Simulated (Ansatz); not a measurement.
Reaction: CH6SSi (methylsulfanylsilane, SMILES CS[SiH3]) → CH5SSi (SMILES CS[SiH2], doublet) + H (doublet) (the H-Si bond breaks)
Each species at its own B3LYP-D3(BJ)/def2-TZVP minimum (Ansatz, a program for electronic structure).

Total energies in hartree (Ansatz). UHF or UKS for unpaired electrons; spin-orbit terms are left out. Correlated methods leave the cores frozen. No relativity. For partners of very few electrons the exact lower level stands in for a higher one.

| species | HF/cc-pV(T+d)Z | CCSD(T)/cc-pV(T+d)Z | HF/cc-pV(Q+d)Z | CCSD(T)/cc-pV(Q+d)Z | CCSD(T)/cc-pV(D+d)Z | CCSDT(Q)/cc-pV(D+d)Z |
|---|---|---|---|---|---|---|
| 1: CH6SSi (methylsulfanylsilane, SMILES CS[SiH3]) | -727.89316 | -728.45100 | -727.90295 | -728.49399 | -728.30373 | -728.30567 |
| 2: CH5SSi (SMILES CS[SiH2], doublet) | -727.27367 | -727.80298 | -727.28308 | -727.84428 | -727.66093 | -727.66308 |
| 3: H (doublet) | -0.49981 | -0.49981 | -0.49995 | -0.49995 | -0.49928 | -0.49928 |

Task: Work out the bond dissociation energy (electronic) in kcal/mol: take Hartree-Fock from cc-pV(Q+d)Z, extrapolate the CCSD(T) correlation energy as X^-3 (X = 3, 4), and add CCSDT(Q) - CCSD(T) in cc-pV(D+d)Z. 1 hartree = 627.51 kcal/mol.

Result: 
Species 1: correlation (64·(-0.59104) - 27·(-0.55784))/37 = -0.61527; step -0.00194; E1 = -727.90295 + (-0.61527) + (-0.00194) = -728.52016
Species 2: correlation (64·(-0.56120) - 27·(-0.52931))/37 = -0.58447; step -0.00215; E2 = -727.28308 + (-0.58447) + (-0.00215) = -727.86970
Species 3: correlation (64·(0.00000) - 27·(0.00000))/37 = 0.00000; step +0.00000; E3 = -0.49995 + (0.00000) + (+0.00000) = -0.49995
-1·E1 +1·E2 +1·E3 = 0.15051 hartree = 94.4 kcal/mol.
